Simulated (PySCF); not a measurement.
# V (vanadium, neutral): UHF calculation

Configuration: [Ar] 3d3 4s2, high-spin 4F determinant. All numbers are calculated (PySCF 2.14, no relativity, point nucleus, in cc-pVQZ).

| Item | Value |
| --- | --- |
| Total energy | -942.893260 hartree |
| One-electron energy | -1294.4194 hartree |
| Hartree (Coulomb) energy | 395.7650 hartree |
| Exchange energy | -44.2388 hartree |
| Kinetic energy | 942.93037 hartree |
| ⟨S²⟩ | 3.7626 |
| ⟨L²⟩ | 12.035 |
| Sum of ⟨r⟩ | 21.69 bohr |
| Sum of ⟨r²⟩ | 47.64 bohr² |
| Density at the nucleus (Gaussians lack the cusp) | 8140 bohr⁻³ |
| Spin density at the nucleus | 0.0711 bohr⁻³ |
| Langevin diamagnetic susceptibility | -37.7 ×10⁻⁶ cm³/mol |

```json
{"shell": "1s α", "electrons": "1", "mean orbital energy (eV)": "-5483.1", "rms radius, mean of both spins (bohr)": "0.0776"}
{"shell": "1s β", "electrons": "1", "mean orbital energy (eV)": "-5483.1", "rms radius, mean of both spins (bohr)": "0.0776"}
{"shell": "2s α", "electrons": "1", "mean orbital energy (eV)": "-650.45", "rms radius, mean of both spins (bohr)": "0.335"}
{"shell": "2s β", "electrons": "1", "mean orbital energy (eV)": "-648.81", "rms radius, mean of both spins (bohr)": "0.335"}
{"shell": "2p α", "electrons": "3", "mean orbital energy (eV)": "-545.62", "rms radius, mean of both spins (bohr)": "0.304"}
{"shell": "2p β", "electrons": "3", "mean orbital energy (eV)": "-543.99", "rms radius, mean of both spins (bohr)": "0.304"}
{"shell": "3s α", "electrons": "1", "mean orbital energy (eV)": "-89.480", "rms radius, mean of both spins (bohr)": "1.03"}
{"shell": "3s β", "electrons": "1", "mean orbital energy (eV)": "-83.721", "rms radius, mean of both spins (bohr)": "1.03"}
{"shell": "3p α", "electrons": "3", "mean orbital energy (eV)": "-58.487", "rms radius, mean of both spins (bohr)": "1.11"}
{"shell": "3p β", "electrons": "3", "mean orbital energy (eV)": "-51.426", "rms radius, mean of both spins (bohr)": "1.11"}
{"shell": "3d α", "electrons": "3", "mean orbital energy (eV)": "-14.031", "rms radius, mean of both spins (bohr)": "1.50"}
{"shell": "4s α", "electrons": "1", "mean orbital energy (eV)": "-6.715", "rms radius, mean of both spins (bohr)": "3.91"}
{"shell": "4s β", "electrons": "1", "mean orbital energy (eV)": "-5.872", "rms radius, mean of both spins (bohr)": "3.91"}
```

Spin-orbit constants ζ (cm⁻¹) from the X2C one-electron operator on these orbitals (non-relativistic here): bare nucleus, nucleus screened by l(l+1)(2l+1)/3 electrons, and screened by the Breit-Pauli mean field of the electrons.

```
shell   bare  screened nucleus  mean field
   2p  39490             36050         n/a
   3p   4405              4022         n/a
   3d  355.2             200.8         n/a
```

To first order the Landé constant is A = 66.93 cm⁻¹, so the lowest level has J = 3/2 and lies 0.0498 eV below the centre of the term. This holds in LS coupling only.
